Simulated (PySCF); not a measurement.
Excited states of I(51+) (iodine, charge +51)

Ground state 1s2, ¹S. Calculation: PySCF 2.14, in an even-tempered Gaussian basis (18 s from 7.04 bohr⁻², ratio 2.5; 9 p from 8.64 bohr⁻², ratio 2.7; 7 d from 9.41 bohr⁻², ratio 2.7; 3 f from 750 bohr⁻², ratio 2.7); scalar relativity by spin-free X2C-1e. Vertical excitation energies in eV without spin-orbit coupling; excited terms of each kind are numbered among those the solver found. Frozen: nothing.

| term | leading excitation | EOM-EE-CCSD |
| --- | --- | --- |
| 1 3S | 1s → s | 29032.8 |
| 1 1S | 1s → s | 29110.0 |
| 1 3P° | 1s → p | 29352.2 |
| 1 1P° | 1s → p | 29400.2 |
| 2 3S | 1s → s | 34509.6 |
| 2 1S | 1s → s | 34529.9 |
| 2 3P° | 1s → p | 34603.8 |
| 2 1P° | 1s → p | 34616.9 |
| 1 3D | 1s → d | 34667.8 |
| 1 1D | 1s → d | 34668.4 |
| 2 3D | 1s → d | 36474.0 |
| 2 1D | 1s → d | 36474.3 |

The spin-orbit splitting of the hole, absent here, rivals or exceeds the spacing of these terms, so the LS terms are model states.

Only the lower part of the computed list is shown. Doubly excited terms such as np² are absent. The solver can miss terms. The 8 highest virtual orbitals were dropped.
